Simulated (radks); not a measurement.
Ir II, configuration [Xe] 4f14 5d7 6s1. Method: scalar-relativistic Kohn-Sham, SCAN, spin-polarised, spherical densities, finite nucleus; open shells are filled with parallel spins first (spin-orbit coupling, left out, can overturn this in heavy ions); meta-GGA in the generalised Kohn-Sham scheme; Fermi nuclear charge, rms radius 5.4032 fm; computed with a radial shooting solver on a logarithmic mesh with Libxc functionals. Some entries of the table are withheld. Estimate them.

orbital,occ.,eigenvalue (hartree),<r^2> (bohr^2),r(max) (bohr)
1s up,1,-2800.447,0.0004196,0.01082
1s down,1,-2800.446,0.0004196,0.01082
2s up,1,-491.1671,0.006413,0.06225
2s down,1,-491.1616,0.006413,0.06225
2p up,3,-426.6583,0.005363,0.05138
2p down,3,-426.6528,0.005363,0.05138
3s up,1,-115.5642,0.04140,0.1754
3s down,1,-115.5619,0.04140,0.1754
3p up,3,-96.58786,0.04240,0.1743
3p down,3,-96.58498,0.04240,0.1743
3d up,5,-75.65014,0.03521,0.1423
3d down,5,-75.64489,0.03521,0.1423
4s up,1,-25.11505,0.2020,0.3974
4s down,1,-25.10538,0.2020,0.3974
4p up,3,-18.86240,0.2303,0.4173
4p down,3,-18.85349,0.2302,0.4174
4d up,5,-11.15367,0.2648,0.4263
4d down,5,-11.14311,0.2645,0.4263
5s up,1,-4.00377,1.081,0.8904
5s down,1,-3.92903,1.070,0.8870
4f up,7,(1),0.3527,0.3956
4f down,7,(2),0.3493,0.3955
5p up,3,-2.39892,1.457,1.007
5p down,3,-2.31049,1.446,1.002
5d up,5,-0.60584,3.273,1.291
6s up,1,-0.53615,8.028,(3)
5d down,2,-0.50866,3.307,1.283

Answer. 
(1) 4f up eigenvalue (hartree): -2.62325
(2) 4f down eigenvalue (hartree): -2.60778
(3) 6s up r(max) (bohr): 2.335
